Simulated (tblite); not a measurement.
C₆H₁₂NO (doublet state).
Atom-mapped SMILES: `[CH3:1][C:2]([CH3:3])[CH2:4][CH2:5][NH:6][CH:7]=[O:8]` (hydrogens: H9, H10, H11 on C1; H12, H13, H14 on C3; H15, H16 on C4; H17, H18 on C5; H19 on N6; H20 on C7)

The geometry is computed with GFN2-xTB (gas phase). This method treats the open shell by occupation alone, without spin polarisation.

List the bond lengths, angles and torsions at this level.

```tsv
bond	length (bohr)	order
C1–C2, C2–C3	2.807	single
C2–C4	2.799	single
C4–C5	2.934	single
C5–N6	2.725	single
N6–C7	2.541	single
C7=O8	2.278	double
C1–H9 and 4 like bonds	2.063	single
C1–H10	2.074	single
C4–H15, C4–H16	2.065	single
C5–H17, C5–H18	2.065	single
N6–H19	1.904	single
C7–H20	2.093	single
```

Bonds in one row agree within 0.02 bohr and their mean is given. Orders are formal, as drawn. A selection of angles:
```tsv
angle	degrees
C1–C2–C3	118.3
C1–C2–C4	120.2
C3–C2–C4	121.1
C2–C4–C5	112.8
C4–C5–N6	111.6
C5–N6–C7	122.6
N6–C7–O8	125.6
H19–N6–C5	116.8
H19–N6–C7	119.9
```

Torsions: C1–C2–C4–C5 78° (synclinal); C2–C4–C5–N6 63° (synclinal); C4–C5–N6–C7 107° (anticlinal); C5–N6–C7–O8 5° (synperiplanar). The mirror-image conformer, all signs reversed, is as good.

The 4 C–C bonds span 1.481 Å (C2–C4, drawn single) to 1.553 Å (C4–C5, drawn single), a spread of 0.072 Å. N6 (nitrogen bonded to 2 C and H) is planar (angles 122.6°, 119.9° and 116.8°, sum 359.3°, 0.06 Å off the plane of its three neighbours). C2 (carbon bonded to 3 C) is planar (angles 121.1°, 120.2° and 118.3°, sum 359.7°, 0.05 Å off the plane of its three neighbours). Of the pairs four or more bonds apart, O8···H18 is among the closest relative to their van der Waals radii: 2.38 Å, 88 % of the sum of Bondi's values. C7 (carbon bonded to N, O and H) is planar (angles 125.6°, 122.6° and 111.8°, sum 360.0°, 0.01 Å off the plane of its three neighbours). The C–N distances run from 1.345 Å (N6–C7, drawn single) to 1.442 Å (C5–N6, drawn single), a spread of 0.097 Å.

Point group: C1 (no symmetry element, even within 0.4 Å). Its GFN2-xTB frequencies are all real (lowest 29 cm⁻¹). 3 starts were optimised and ended at 0.00, 0.03 and 0.57 kcal/mol (GFN2-xTB); the lowest of these is shown.
